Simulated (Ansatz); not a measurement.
`C[SiH2]O[SiH2]F` + H₂Te → `F[SiH2][TeH]` + `C[SiH2]O`  (ligand exchange at the Si–O bond)

Isolated molecules relaxed with PBE0-D4/def2-TZVP in Ansatz; ΔE leaves out vibrations. CCSD(T)/CBS is the MP2 limit (def2-TZVPP, def2-QZVPP) plus CCSD(T) − MP2 in def2-TZVPP, frozen cores. This one scheme is used for every species. Functionals use def2-TZVPP. B3LYP here is the variant with VWN-RPA as its local correlation; programs differ in this. HSE06 is defined as in plane-wave codes. Elements past krypton have def2 core potentials. For Te outer-core shells are correlated without core-valence functions, which leaves a few kJ/mol of doubt a bond. Each species was taken in one conformer, which may not be the lowest.

| level | ΔE (kJ/mol) | difference from CCSD(T)/CBS |
| --- | --- | --- |
| PBE-D4 | 55.4 | -17.4 |
| BLYP-D4 | 73.2 | 0.4 |
| B3LYP-D4 | 77.6 | 4.8 |
| ωB97X-V | 75.5 | 2.7 |
| PBE0 | 60.9 | -11.9 |
| B3LYP | 75.7 | 2.9 |
| r2SCANh | 70.6 | -2.2 |
| HSE06 | 60.4 | -12.4 |
| LC-ωPBE | 70.6 | -2.2 |
| RPA@PBE/def2-TZVPP | 82.8 | 10.0 |
| HF/def2-SVP | 92.6 | 19.8 |
| MP2/def2-SVP | 79.7 | 6.9 |
| HF/def2-TZVPP | 96.9 | 24.1 |
| MP2/def2-TZVPP | 74.1 | 1.3 |
| SCS-MP2/def2-TZVPP | 81.0 | 8.2 |
| SCS-MP2/def2-QZVPP | 77.8 | 5.0 |
| CCSD(T)/CBS | 72.8 | 0 |

Largest T1 diagnostic among the species: 0.011.

At CCSD(T), def2-SVP lies +9.1 kJ/mol from the extrapolated value and def2-TZVPP +6.9 kJ/mol. From BLYP to BHLYP (50 % exact exchange), in def2-TZVPP and without D4, ΔE moves by +14.8 kJ/mol. In def2-TZVPP, CCSD(T) changes the Hartree–Fock value by −17.2 kJ/mol (the triples alone add −3.6 kJ/mol) and MP2 by −22.9 kJ/mol.
